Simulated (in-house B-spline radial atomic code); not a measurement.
Checks on a self-consistent run for the cerium ion Ce¹¹⁺, [He] 2s2 (2p1/2)2 (2p3/2)3 3s2 3p6 3d10 4s2 4p6 4d10 5s2. Method: Dirac-Hartree-Fock, average of the jj configuration, Fermi nucleus of rms radius 4.8771 fm. Calculated with a B-spline radial code for spherical atoms.

```tsv
orbital	q	ε (Eh)	<1/r>	<r²>	small-component weight
1s1/2	2	-1510.17233	63.3666	0.000819405	0.046133
2s1/2	2	-254.75562	15.032	0.0128498	0.010136
2p1/2	2	-241.77201	14.985	0.00941765	0.01014
2p3/2	3	-225.17099	13.5322	0.0108086	0.0094748
3s1/2	2	-62.61983	5.49377	0.0857257	0.0031851
3p1/2	2	-56.75415	5.40353	0.0804735	0.0031199
3p3/2	4	-53.24416	5.09208	0.0875603	0.0030097
3d3/2	4	-43.14095	4.93239	0.0704926	0.0028467
3d5/2	6	-42.30729	4.83421	0.0727028	0.002789
4s1/2	2	-18.62013	2.29132	0.431193	0.00099248
4p1/2	2	-16.25881	2.19146	0.456166	0.00092726
4p3/2	4	-15.46733	2.08985	0.49042	0.00088814
4d3/2	4	-11.49371	1.90063	0.549455	0.00075581
4d5/2	6	-11.33328	1.87029	0.563629	0.00073983
5s1/2	2	-7.17570	1.03557	1.87318	0.00030408
```

Electron-electron repulsion V_ee = 2792.3027 hartree.

**Question.** What total energy follows from the eigenvalues?

**Answer.** The eigenvalues count the repulsion twice, so E = Σqε - V_ee = -5826.998 - 2792.303 = -8619.301 hartree; the run printed -8619.301.

**Question.** Does the Dirac virial theorem hold?

**Answer.** For a point nucleus E = -2c²Σq·w, with w the small-component weight. Here Σq·w = 0.22947 and c = 137.0360, so the ratio E/(-2c²Σq·w) is 1.000088; the finite nucleus accounts for the departure from 1.

**Question.** What diamagnetic shielding (Lamb formula) and susceptibility (Langevin formula) do the radii give?

**Answer.** σ = (α²/3)Σq<1/r> = 356.482/(3·137.036²) = 6327.7 ppm, and χ = -0.79199×10⁻⁶·Σq<r²> = -11.52×10⁻⁶ cm³/mol with Σq<r²> = 14.542 bohr². Both are non-relativistic formulas without the paramagnetism of open shells; for so heavy an element the full relativistic shielding is larger by tens of per cent.
